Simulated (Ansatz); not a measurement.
Cost and result for the atomization energy of `CC[Se][SiH2]C` (15 atoms, 14 bonds).

```tsv
atom	x (Å)	y (Å)	z (Å)
C1	-0.4831	0.9476	2.2525
C2	0.0580	-0.4255	1.9251
Se3	1.3268	-0.4437	0.4190
Si4	-0.1806	-0.1543	-1.2580
C5	0.6986	-0.4440	-2.8785
H6	0.3251	1.6458	2.4768
H7	-1.0579	1.3606	1.4212
H8	-1.1435	0.8962	3.1240
H9	0.6316	-0.8375	2.7565
H10	-0.7369	-1.1338	1.6887
H11	-1.2968	-1.1210	-1.0557
H12	-0.7726	1.2125	-1.2313
H13	1.5234	0.2611	-3.0016
H14	1.1012	-1.4575	-2.9257
H15	0.0066	-0.3067	-3.7129
```

The species carries charge 0 and has multiplicity 1. Correlated methods include outer-core shells of Se, which these sets cover unevenly. Scalar relativity is left out up to krypton. The geometry is a stationary point of PBE0-D4/def2-TZVP. It is one conformer, not always the lowest. Program: Ansatz. All runs use 2 threads of an AMD EPYC 7R13 on a shared host and a share of an NVIDIA H100 80 GB. Times are those of one run each, without the atoms' runs, and a repeat can differ threefold. Electronic energies, without spin–orbit coupling; frozen cores. CCSD(T)/CBS adds CCSD(T) − MP2 in def2-TZVPP to the MP2 limit, and its time is that of the two runs behind it. T1 = 0.009. With those shells the extrapolation isn't a true limit. B3LYP takes the VWN-RPA correlation (the form of Gaussian; ORCA's B3LYP/G).

CCSD(T)/CBS is a level of theory with its own doubt, some kJ/mol a heavy atom from the limit and from the frozen cores, so smaller differences don't rank the functionals.

```csv
level,functions,wall time
r2SCAN-D4/def2-TZVPP (with forces),323,6.5 s
PBE-D4/def2-TZVPP (with forces),323,8.5 s
B3LYP-D4/def2-TZVPP (with forces),323,9.5 s
B2PLYP/def2-TZVPP,323,9.5 s
ωB97X-V/def2-TZVPP,323,10 s
PBE0-D4/def2-TZVPP,323,12 s
ωB97M-V/def2-TZVPP (with forces),323,12 s
MP2/def2-QZVPP,630,13 s
CCSD(T)/def2-TZVPP,323,17 s
CCSD(T)/CBS(def2),–,30 s
```

Task: What atomization energy does each give, and how far from CCSD(T)/CBS? (Best estimate.)

Result: The calculation gave: 
```
                             level  atomization (kcal/mol)  difference from CCSD(T)/CBS  per bond
r2SCAN-D4/def2-TZVPP (with forces)                  1284.9                          0.3       0.0
   PBE-D4/def2-TZVPP (with forces)                  1294.9                         10.3       0.7
 B3LYP-D4/def2-TZVPP (with forces)                  1282.1                         -2.5      -0.2
                 B2PLYP/def2-TZVPP                  1267.0                        -17.6      -1.3
                ωB97X-V/def2-TZVPP                  1285.8                          1.2       0.1
                PBE0-D4/def2-TZVPP                  1284.4                         -0.2       0.0
  ωB97M-V/def2-TZVPP (with forces)                  1282.8                         -1.8      -0.1
                    MP2/def2-QZVPP                  1278.2                         -6.4      -0.5
                CCSD(T)/def2-TZVPP                  1254.8                        -29.8      -2.1
                 CCSD(T)/CBS(def2)                  1284.6                          0.0       0.0
```

From PBE to PBE0 (25 % exact exchange), in def2-TZVPP and without D4, the atomization energy moves by −9.3 kcal/mol: exact exchange takes away binding that semilocal exchange gives to molecules. In def2-TZVPP, CCSD(T) changes the Hartree–Fock value by +288.3 kcal/mol (the triples alone add +14.9 kcal/mol) and MP2 by +294.3 kcal/mol; breaking electron pairs costs correlation energy, which Hartree–Fock lacks. The D4 term adds +13.2 kcal/mol with B3LYP and +7.0 kcal/mol with PBE0; it sums over pairs of atoms, weighted by their polarisabilities, and B3LYP, whose exchange is more repulsive, gets the larger term.
